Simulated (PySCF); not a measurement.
**Correlation energy of Si (silicon, neutral)**

[Ne] 3s1 3p3, high-spin 5S determinant (an excited configuration). Calculation: PySCF 2.14, in def2-TZVPPD (6s5p4d1f, 48 functions); the non-relativistic Hamiltonian (point nucleus). Frozen: [Ne]; 4 electrons correlated.

MP2 pair energies summed by pair of shells (mhartree):

| pair | energy | share (%) |
| --- | --- | --- |
| 3p-3p | -17.72 | 82.3 |
| 3s-3p | -3.81 | 17.7 |

Total MP2 correlation energy: -21.52 mhartree.

Same-spin part -21.52 and opposite-spin part 0.00 mhartree; SCS-MP2 scales them by 1/3 and 6/5 to -7.17 mhartree.
